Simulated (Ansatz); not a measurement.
Reaction (ligand exchange at the Si–C bond): `Cl[SiH2]C1BN1` + `[NH2][GeH2][Cl]` → `Cl[SiH2][NH][GeH2][Cl]` + `B1CN1`

Isolated molecules relaxed with PBE0-D4/def2-TZVP in Ansatz; ΔE leaves out vibrations. CBS: MP2 limit from def2 TZ/QZ plus the TZ coupled-cluster correction, frozen cores. This one scheme is used for every species. Functionals use def2-TZVPP. For Ge outer-core shells are correlated without core-valence functions, which leaves a few kJ/mol of doubt a bond. Scalar relativity is left out up to krypton. One conformer a species, not always the lowest.

CCSD(T)/CBS gives -15.9 kcal/mol.

(1) Another level gave -15.5 kcal/mol. Which?
A. PBE0/def2-TZVPP
B. ωB97X-V/def2-TZVPP
C. PBE/def2-TZVPP
D. HF/def2-TZVPP

Largest T1 diagnostic among the species: 0.013.

Results:

(1) B. ωB97X-V -15.5, PBE0 -14.3, HF/def2-TZVPP -17.6, PBE -13.2 kcal/mol.

From PBE to PBE0 (25 % exact exchange), in def2-TZVPP and without D4, ΔE moves by −1.1 kcal/mol. In def2-TZVPP, CCSD(T) changes the Hartree–Fock value by +1.6 kcal/mol (the triples alone add +0.3 kcal/mol) and MP2 by +1.4 kcal/mol.
